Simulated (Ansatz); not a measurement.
CH5AlOS, SMILES `[AlH2][O]CS`, 9 atoms. Total charge 0; spin multiplicity 1. All runs use 2 threads of an AMD EPYC 7R43 on a shared host. Correlated methods freeze the cores.

Problem. How many basis functions does each run have, and how long does it take in Ansatz? RKS PBE0-D4/def2-TZVP frequencies; RKS PBE-QIDH (frozen core)/def2-TZVPP energy; RKS PBE0-D4/def2-SVP energy; RHF-CCSD(T)/def2-SVP energy; RKS ωB97X-V/def2-TZVPP energy; RKS ωB97M-V/def2-QZVPP energy; RHF-CCSD(T)/def2-TZVPP energy; RHF-MP2/def2-QZVPP energy; RKS PBE0-D4/def2-QZVPP energy; RKS ωB97M-V/def2-SVP energy; RKS B2PLYP (frozen core)/def2-TZVPP energy; RKS PBE-D4/def2-TZVPP energy and forces. (An estimate is asked.)

Solution. The calculation gave: Other jobs shared the machine, so times are rough.

```tsv
level	job	functions	wall time	peak host memory (GiB)
RKS PBE0-D4/def2-SVP	energy	89	2.3 s	0.18
RKS PBE-D4/def2-TZVPP	energy and forces	216	3.8 s	0.28
RHF-CCSD(T)/def2-SVP	energy	89	3.9 s	0.29
RKS PBE-QIDH (frozen core)/def2-TZVPP	energy	216	7.5 s	0.5
RKS B2PLYP (frozen core)/def2-TZVPP	energy	216	8 s	0.5
RKS ωB97M-V/def2-SVP	energy	89	9 s	0.26
RKS ωB97X-V/def2-TZVPP	energy	216	12 s	0.58
RKS PBE0-D4/def2-QZVPP	energy	404	18 s	1.2
RHF-MP2/def2-QZVPP	energy	404	33 s	2
RKS ωB97M-V/def2-QZVPP	energy	404	35 s	1.4
RHF-CCSD(T)/def2-TZVPP	energy	216	91 s	3
RKS PBE0-D4/def2-TZVP	frequencies	166	3.9 min	0.4
```
